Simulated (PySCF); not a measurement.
Electron correlation in F(2+) (fluorine, charge +2)

[He] 2s2 2p3, high-spin 4S determinant. All numbers are calculated (PySCF 2.14, the spin-free X2C one-electron Hamiltonian (Gaussian nucleus), in x2c-TZVPPall with one added diffuse shell each of s, p, d type (6s4p3d1f, 40 functions)). Frozen: nothing; 7 electrons correlated.

```csv
level,correlation energy (mhartree)
CCSD,-130.18
(T),-1.20
CCSD(T),-131.38
```

Diagnostics: T1 = 0.0023, D1 = 0.0061, largest double amplitude 0.029.

Problem. Is a single reference adequate?

Solution. Yes: T1 lies below 0.03 and no double amplitude reaches 0.07.

This basis was not built for core-valence correlation, so the inner-shell part is incomplete.
